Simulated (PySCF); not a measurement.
Working out the ionisation energy of Cu⁺

Cu⁺ [Ar] 3d10 (1S) → Cu²⁺ [Ar] 3d9 (2D). All numbers are calculated (PySCF 2.14, the non-relativistic Hamiltonian (point nucleus), in def2-TZVPPD (6s6p4d2f1g, 67 functions)). Frozen: [Ne]. Energies in hartree (1 hartree = 27.21139 eV):

```tsv
part	Cu⁺ (lower)	Cu²⁺ (upper)
UHF	-1638.686537	-1638.048219
MP2 opposite-spin	-0.525435	-0.431781
MP2 same-spin	-0.270812	-0.211259
```

**Question.** What does Hartree-Fock give?

**Answer.** (-1638.048219) − (-1638.686537) = 0.638318 hartree = 17.370 eV.

**Question.** What do MP2 and SCS-MP2 (6/5 opposite-spin, 1/3 same-spin) give?

**Answer.** The opposite-spin parts differ by 2.548 eV and the same-spin parts by 1.621 eV. MP2: 17.370 + (2.548) + (1.621) = 21.539 eV. SCS-MP2: 17.370 + 1.2 × (2.548) + (1.621)/3 = 20.968 eV.

A first-order spin-orbit estimate adds -0.105 eV to MP2 (valence and next inner shell), giving 21.434 eV against 20.292 eV (measured; NIST Atomic Spectra Database, ionization energies).

The calculation is non-relativistic.

What remains against the reference includes basis incompleteness, the frozen core and correlation beyond second order.
